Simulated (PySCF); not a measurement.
# SeF₄: calculation against measurement

Isolated SeF₄, optimised in PySCF with density fitting and no spin–orbit coupling; def2 sets carry scalar-relativistic core potentials from Rb on. All levels below give a singlet of C2v symmetry: B3LYP/def2-TZVP Se–F 1.706 Å (×2), Se–F 1.793 Å (×2); PBE/def2-TZVP Se–F 1.729 Å (×2), Se–F 1.811 Å (×2); PBE/def2-SVP Se–F 1.745 Å (×2), Se–F 1.808 Å (×2).

Counting electrons, selenium keeps 2 of its valence electrons outside its bonds, so the VSEPR class is AX4E1 and the expected shape is see-saw (C2v), as computed.

Problem. The measured dipole moment is 1.779 D (NIST CCCBDB Release 22 (SRD 101), experimental dipoles). What do the calculations give?

Solution. B3LYP/def2-TZVP 1.88 D, PBE/def2-TZVP 1.73 D, PBE/def2-SVP 1.82 D. The measured value is a vibrational average, and the basis lacks diffuse functions.
